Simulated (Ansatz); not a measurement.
Reactions of `C[CH2][InH][NH2]`.

Computed with Ansatz on PBE0-D4/def2-TZVP structures; ΔE is electronic, products minus reactants. CBS: MP2 limit from def2 TZ/QZ plus the TZ coupled-cluster correction, frozen cores. This one scheme is used for every species, atoms too. No spin–orbit coupling; open shells (•) take unrestricted orbitals. Spin–orbit coupling would lower the free atoms: a little for F. Elements past krypton have def2 core potentials. For In, Zn outer-core shells are correlated without core-valence functions, so the limit isn't a true one: a few kJ/mol of doubt a bond, and 10 to 20 or more in all where bonds break to atoms. Scalar relativity is left out up to krypton. Each species was taken in one conformer, which may not be the lowest.

Order these by ΔE at CCSD(T)/CBS, lowest first. (An estimate is asked.)
A. `C[CH2][InH][NH2]` + `Cl[CH2][ZnH]` → `[NH2][InH][Cl]` + `CC[CH2][ZnH]`
B. `C[CH2][InH][NH2]` + `[SiH3]`• → `C[CH2][In][NH2]`• + SiH₄
C. `C[CH2][InH][NH2]` + F• → `C[CH2][In][NH2]`• + H–F
D. `C[CH2][InH][NH2]` + `[SiH3]SS` → `CCSS[SiH3]` + `[NH2][InH2]`
E. `C[CH2][InH][NH2]` + `C[SiH](O)F` → `CCO[SiH](C)F` + `[NH2][InH2]`
F. `C[CH2][InH][NH2]` + `[OH]`• → `C[CH2][In][NH2]`• + H₂O

C (-2.89 eV), F (-2.20 eV), A (-1.75 eV), B (-0.93 eV), D (+0.03 eV), E (+0.60 eV).

Largest T1 diagnostic: 0.017, for `C[CH2][In][NH2]`•.
